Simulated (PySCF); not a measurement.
# What a mistake does to a calculation on AlBCH4N

These are calculations, not measurements. The program is PySCF 2.14.0, an open-source quantum chemistry code, run on an isolated molecule that a program drew, which may never have been made. The molecule is AlBCH4N (charge 0, doublet), drawn as the SMILES string `B=N[CH2][AlH]`.

Each row is a Hartree-Fock (HF) and frozen-core CCSD(T) single point in the cc-pV(D+d)Z basis, meant for a local HF minimum. Run 1 is clean. Each other run has one planted mistake out of seven kinds, and not every kind appears here: one electron removed, one electron added, multiplicity raised by two, geometry at a saddle point, minimal basis STO-3G, one bond length entered in bohr, all coordinates scaled. The reference is restricted for singlets and unrestricted otherwise, and also for a bond in bohr. Adding or removing an electron swaps singlet and doublet. Electrons count all cores. HOMO and LUMO are orbital energies over both spins, the gradient is its largest component, and the lowest frequency (negative if imaginary) is given only where the gradient is small. Bond lengths are over the 7 bonds as drawn. T1 is the CCSD diagnostic: over 0.02 (restricted) or 0.045 (unrestricted) a single reference is doubtful.

Geometry of the clean run:
```xyz
8
AlBCH4N, angstrom
B    -2.5870   -0.5664    0.5493
N    -1.5533    0.0436    0.2994
C    -0.3761    0.7786    0.0096
Al   -0.6355    2.7543   -0.1583
H    -3.5738   -1.1531    0.7889
H     0.0778    0.4159   -0.9225
H     0.3823    0.6009    0.7839
H     0.6814    3.6003   -0.4853
```

| run | electrons | basis functions | <S^2> | HOMO (eV) | LUMO (eV) | gradient (hartree/bohr) | lowest frequency (cm^-1) | mean bond (Å) | longest bond (Å) | T1 | HF (hartree) | CCSD(T) (hartree) | mistake |
|---|---|---|---|---|---|---|---|---|---|---|---|---|---|
| 1 | 35 | 85 | 0.754 | -7.96 | 0.88 | 3.7e-05 | 142 | 1.3731 | 2.000 | 0.0162 | -361.20926 | -361.69259 | no fault |
| 2 | 35 | 28 | 0.755 | -4.79 | 7.23 | 8.0e-02 | - | 1.3731 | 2.000 | 0.0164 | -356.79929 | -357.03651 | minimal basis STO-3G |
| 3 | 35 | 85 | 2.554 | -8.15 | 0.59 | 3.5e-02 | - | 1.5289 | 2.317 | 0.0502 | -360.94737 | -361.37718 | one bond length entered in bohr |
| 4 | 34 | 85 | 0.000 | -14.38 | -6.51 | 4.7e-02 | - | 1.3731 | 2.000 | 0.0182 | -360.94200 | -361.41927 | one electron removed |
| 5 | 35 | 85 | 3.765 | -5.29 | -1.68 | 1.4e-01 | - | 1.3731 | 2.000 | 0.0289 | -361.08043 | -361.55025 | multiplicity raised by two |
| 6 | 36 | 85 | 0.000 | -0.20 | 6.46 | 4.7e-02 | - | 1.3731 | 2.000 | 0.0176 | -361.18844 | -361.70950 | ? |

**Which mistake was planted in run 6, and what did it cost?**

It counts 36 electrons, one more than the clean run, at the same geometry and basis. So the mistake is: one electron added. Subtracting run 1 and multiplying by 627.51 kcal/mol a hartree, the energy moved by 13.1 kcal/mol in HF and -10.6 kcal/mol in CCSD(T).

Cautions from the logs. Run 3: T1 is over the limit, so its CCSD(T) energy is less reliable.
